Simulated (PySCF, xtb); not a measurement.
W(NH)(S)(NH2)2 (H5N3SW), SMILES [W](=[NH])([NH2])(=[S])[NH2], multiplicity 1. One conformer was computed; it need not be the lowest.

Harmonic wavenumbers (cm⁻¹) from GFN2-xTB (xtb) at its own minimum, in rising order: 150, 152, 162, 169, 190, 249, 287, 457, 461, 474, 486, 494, 506, 511, 533, 596, 907, 1464, 1467, 3244, 3253, 3292, 3297, 3312.

Task: What does PBE0-D3(BJ)/def2-SVP (PySCF) give at its own minimum? (An estimate is asked for; the answer gives what the named calculation found.)

Result: 169, 181, 206, 213, 236, 314, 385, 424, 451, 531, 569, 615, 655, 670, 712, 717, 1013, 1507, 1509, 3592, 3595, 3641, 3701, 3702. Paired by order, the mean absolute difference is 137 cm⁻¹ and the zero-point energies are 37.3 and 41.9 kcal/mol.
